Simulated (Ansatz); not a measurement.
Cost and result for the atomization energy of CH$_{3}$AlOS$_{2}$, SMILES `[SH][Al]1[O]C[S]1` (8 atoms, 8 bonds).

Z-matrix (Å, degrees):
```
C
S 1 1.879
Al 1 2.326 2 60.4
O 1 1.408 2 107.7 3 0.0
H 1 1.092 2 107.9 3 120.3
H 1 1.092 2 107.9 3 -120.3
S 3 2.162 1 167.7 2 -180.0
H 7 1.346 3 91.0 1 180.0
```

The species carries charge 0 and has multiplicity 1. The structure was optimised at the PBE0-D4/def2-TZVP level. It is one conformer, not always the lowest. Program: Ansatz. All runs use 2 threads of an Arm Neoverse V2 on a shared host. Times are those of one run each, without the atoms' runs, and a repeat can differ threefold. Electronic energies, without spin–orbit coupling; frozen cores. CCSD(T)/CBS adds CCSD(T) − MP2 in def2-TZVPP to the MP2 limit, and its time is that of the two runs behind it. T1 = 0.013. B3LYP takes the VWN-RPA correlation (the form of Gaussian; ORCA's B3LYP/G). HSE06 is the plane-wave form, built on full-range PBE exchange.

CCSD(T)/CBS is a level of theory with its own doubt, some kJ/mol a heavy atom from the limit and from the frozen cores, so smaller differences don't rank the functionals.

| level | functions | wall time | atomization (kJ/mol) | difference from CCSD(T)/CBS | per bond |
| --- | --- | --- | --- | --- | --- |
| BLYP-D4/def2-TZVPP | 230 | 2.9 s | 2887.6 | -31.4 | -3.9 |
| CCSD(T)/def2-SVP | 97 | 3.9 s | 2689.2 | -229.8 | -28.7 |
| BHLYP-D4/def2-TZVPP | 230 | 5 s | 2780.7 | -138.3 | -17.3 |
| HSE06-D4/def2-TZVPP | 230 | 5.5 s | 2922.1 | 3.1 | 0.4 |
| CAM-B3LYP-D4/def2-TZVPP | 230 | 5.5 s | 2894.0 | -25.0 | -3.1 |
| B3LYP-D4/def2-TZVPP (with forces) | 230 | 7.5 s | 2882.7 | -36.3 | -4.5 |
| r2SCAN-D4/def2-TZVPP (with forces) | 230 | 8 s | 2944.7 | 25.7 | 3.2 |
| ωB97X-V/def2-TZVPP | 230 | 13 s | 2932.7 | 13.7 | 1.7 |
| B97M-V/def2-TZVPP | 230 | 16 s | 2948.1 | 29.1 | 3.6 |
| ωB97M-V/def2-TZVPP (with forces) | 230 | 18 s | 2934.3 | 15.3 | 1.9 |
| MP2/def2-QZVPP | 414 | 25 s | 2969.0 | 50.0 | 6.2 |
| CCSD(T)/def2-TZVPP | 230 | 2.2 min | 2820.5 | -98.5 | -12.3 |
| CCSD(T)/CBS(def2) | – | 2.7 min | 2919.0 | 0.0 | 0.0 |

The D4 term adds +34.7 kJ/mol with B3LYP and +18.1 kJ/mol with PBE0; it sums over pairs of atoms, weighted by their polarisabilities, and B3LYP, whose exchange is more repulsive, gets the larger term. From BLYP to BHLYP (50 % exact exchange), in def2-TZVPP and without D4, the atomization energy moves by −90.2 kJ/mol: exact exchange takes away binding that semilocal exchange gives to molecules. Leaving LDA and LC-ωPBE aside and taking each functional with its dispersion term where it has one, the values, not all of them listed here, spread over 207.3 kJ/mol, from BHLYP-D4 to PBE-D4. LDA lies +424.3 kJ/mol from PBE without D4, its usual overbinding.
